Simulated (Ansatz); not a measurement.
```yaml
crystal:
  periodic: [false, false, false]
  atoms:
    - {symbol: C, position_ang: [2.596397, -0.932924, 1.121377]}
    - {symbol: N, position_ang: [1.813091, -0.841958, -0.081203]}
    - {symbol: C, position_ang: [2.118828, -1.906679, -0.998939]}
    - {symbol: Cd, position_ang: [0.013637, 0.022623, -0.075807]}
    - {symbol: N, position_ang: [-1.744284, 0.947068, -0.277537]}
    - {symbol: C, position_ang: [-2.910399, 0.485936, 0.426443]}
    - {symbol: C, position_ang: [-1.810403, 2.357376, -0.553229]}
    - {symbol: H, position_ang: [2.430697, -1.866574, 1.687837]}
    - {symbol: H, position_ang: [3.672024, -0.897125, 0.884358]}
    - {symbol: H, position_ang: [2.388972, -0.097999, 1.795888]}
    - {symbol: H, position_ang: [3.186698, -1.886618, -1.270519]}
    - {symbol: H, position_ang: [1.917462, -2.913362, -0.591480]}
    - {symbol: H, position_ang: [1.550499, -1.808103, -1.927603]}
    - {symbol: H, position_ang: [-2.872432, -0.593387, 0.595886]}
    - {symbol: H, position_ang: [-3.055505, 0.971313, 1.407967]}
    - {symbol: H, position_ang: [-3.820510, 0.688862, -0.160881]}
    - {symbol: H, position_ang: [-0.940932, 2.693135, -1.124556]}
    - {symbol: H, position_ang: [-1.873121, 2.983142, 0.354770]}
    - {symbol: H, position_ang: [-2.702621, 2.590674, -1.156572]}
basis:
  gaussian: {orbitals: def2-SVP}
hamiltonian: {xc: {name: HF}}
correlation: {method: mp2, frozen_orbitals: {C: 0}}
output: {forces: true}
```

```sh
$ ansatz run in.yaml --threads 2 --pin off --events-out ev --progress --plain --max-ram 32768MiB --backend cpu
```

Shortened log:

```
Functional definition: HF
Error: "frozen_orbitals" has no count for N
```

In this input frozen orbitals are typed for one element alone, and the program wants a count for each. The program refused the input.
